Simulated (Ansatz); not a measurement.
`N[SiH](F)P` → `N[Si]F` + PH₃ at 298.15 K and 1 bar (silylene formation by 1,1-elimination).

Calculated with Ansatz (gas phase, PBE0-D4/def2-TZVP geometries, no zero-point term in ΔE). CCSD(T)/CBS is the MP2 limit (def2-TZVPP, def2-QZVPP) plus CCSD(T) − MP2 in def2-TZVPP, frozen cores. This one scheme is used for every species. Each species was taken in one conformer, which may not be the lowest.

| species | CCSD(T)/CBS energy (Eh) | H − E (kJ/mol) | S (J/(mol·K)) |
| --- | --- | --- | --- |
| `N[SiH](F)P` | -787.62490 | 167.3 | 332.2 |
| `N[Si]F` | -444.84306 | 88.0 | 270.2 |
| PH₃ | -342.72256 | 73.1 | 210.2 |

H − E and S are ideal-gas, rigid-rotor, harmonic terms from PBE0-D4/def2-TZVP, for one conformer and one mirror image of each species. 1 Eh = 2625.50 kJ/mol, R = 8.31446 J/(mol·K).

**Question.** By hand: ΔE, ΔH, ΔS and ΔG.

**Answer.** ΔE = (-444.84306) + (-342.72256) − (-787.62490) = 0.05928 Eh = 155.6 kJ/mol. Δ(H − E) = 88.0 + 73.1 − 167.3 = -6.2, so ΔH = 149.4 kJ/mol. ΔS = 270.2 + 210.2 − 332.2 = 148.2 J/(mol·K). ΔG = 149.4 − 298.15 × (148.2)/1000 = 105.2 kJ/mol.

**Question.** By hand: the equilibrium constant, and the temperature at which ΔG would vanish if ΔH and ΔS stayed fixed.

**Answer.** log₁₀ K = −ΔG/(RT ln 10) = -18.4. ΔG = 0 at ΔH/ΔS = 1008 K.

The number of gas molecules changes by +1, which sets the sign of ΔS. A doubt of 5 kJ/mol in ΔE shifts log₁₀ K by 0.9 here. Other conformers and mirror images would add mixing entropy, several J/(mol·K) or more a flexible species. These are equilibria of isolated gas molecules and say nothing of rates. Largest T1 diagnostic: 0.014 (customary marks: 0.02 for closed shells, 0.045 for open ones).
